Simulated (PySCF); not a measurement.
Input for PySCF:
```python
from pyscf import gto, scf, dft

mol = gto.M(
    atom='''
Te    0.24251408    0.09021167    0.37458785
Cl    2.09821989   -0.02188028   -1.22814728
Cl   -1.70711670   -0.93683014    1.45583415
Cl   -1.13291096    0.68276885   -1.37348501
''',
    basis='sto-3g',
    spin=1,
    verbose=3,
)

mf = dft.UKS(mol)
mf.xc = 'tpss'
mf.kernel()
```

Task: Estimate the Mulliken (on the basis functions themselves) charges in atom order that PySCF with TPSS/STO-3G returns for this input.

Result: Te1 0.69, Cl2 -0.25, Cl3 -0.25, Cl4 -0.20

Task: Give the HOMO energy at the level TPSS/STO-3G.

Result: -4.53 eV

Task: What nuclear repulsion energy does TPSS/STO-3G give?

Result: 709.0047 Eh

Task: What number of basis functions does TPSS/STO-3G give?

Result: 54

These values belong to the state on which the SCF converged, which isn't shown to be the lowest.
